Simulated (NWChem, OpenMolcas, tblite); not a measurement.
**CH3Cl3Si (methyltrichlorosilane): methods side by side**

CH3Cl3Si: 8 atoms, total charge 0, spin state singlet. SMILES: `C[Si](Cl)(Cl)Cl`. The shape is that of a PBE0-D4/def2-TZVP optimisation.

Each level gives the dipole moment (D). The values are calculated.

```tsv
level	kind	program	value (D)
IPEA1-xTB	semi-empirical	tblite	3.23
HF/cc-pVDZ	Hartree–Fock	NWChem	2.30
SVWN5/cc-pVDZ	LDA	OpenMolcas	2.16
BLYP/cc-pVDZ	GGA	OpenMolcas	2.05
revPBE/cc-pVDZ	GGA	NWChem	2.10
M06-L/cc-pVDZ	meta-GGA	OpenMolcas	2.26
PBE0/cc-pVDZ	global hybrid	NWChem	2.20
CAM-B3LYP/cc-pVDZ	range-separated hybrid	NWChem	2.17
```

The values span 2.05 to 3.23 D.
